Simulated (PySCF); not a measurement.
C₃H₁₀O₂Si, SMILES O[Si@H](C)OCC.

Geometry optimised at PBE-D3(BJ)/def2-SVP. The structure was generated by enumeration; whether it is a known compound was not checked. One conformer was computed; it need not be the lowest.

Computed with PySCF with PBE-D3(BJ)/def2-SVP.

Frequencies are harmonic and unscaled.

```csv
mode,ν (cm⁻¹),IR (km/mol),moving atoms (share of kinetic energy)
1,28,0.4,"C 41 %, O 32 %, H 25 %"
2,46,0.5,"H 47 %, C 40 %, O 10 %"
3,118,3.3,"H 74 %, O 15 %"
4,141,0.7,"H 52 %, O 35 %, C 9 %"
5,203,4.8,"O 32 %, C 31 %, H 30 %"
6,215,51.0,"H 59 %, O 25 %, C 11 %"
7,264,2.2,"H 80 %, C 9 %"
8,280,20.6,"H 55 %, O 21 %, Si 14 %, C 10 %"
9,336,43.9,"O 41 %, H 23 %, C 21 %, Si 15 %"
10,376,17.3,"C 33 %, H 30 %, Si 21 %, O 16 %"
11,638,11.9,"H 51 %, C 34 %, O 13 %"
12,695,56.5,"H 70 %, C 15 %, Si 9 %"
13,724,45.8,"H 61 %, C 22 %, Si 15 %"
14,745,52.8,"H 36 %, O 29 %, Si 19 %, C 16 %"
15,789,2.8,H 88 %
16,807,11.6,"H 59 %, O 35 %"
17,834,104.1,"H 80 %, C 12 %"
18,881,265.1,"H 62 %, Si 17 %, C 11 %, O 10 %"
19,926,130.6,"H 46 %, Si 30 %, O 18 %"
20,955,140.3,"H 35 %, C 25 %, O 22 %, Si 18 %"
21,1081,16.2,"C 55 %, H 41 %"
22,1119,215.9,"C 41 %, O 36 %, H 23 %"
23,1136,69.2,"H 48 %, C 37 %, O 14 %"
24,1220,43.7,"H 76 %, C 23 %"
25,1261,1.2,H 92 %
26,1327,1.2,"H 80 %, C 20 %"
27,1368,37.6,"H 72 %, C 27 %"
28,1377,5.9,H 95 %
29,1380,4.5,H 96 %
30,1403,6.7,H 97 %
31,1424,1.6,H 95 %
32,1448,2.9,H 92 %
33,2115,166.1,H 97 %
34,2899,53.7,H 95 %
35,2938,43.8,"H 90 %, C 10 %"
36,2976,16.3,H 97 %
37,2978,0.9,H 97 %
38,3072,19.6,"H 91 %, C 9 %"
39,3073,16.8,"H 91 %, C 9 %"
40,3078,4.2,"H 91 %, C 9 %"
41,3085,2.1,"H 91 %, C 9 %"
42,3766,65.4,H 94 %
```
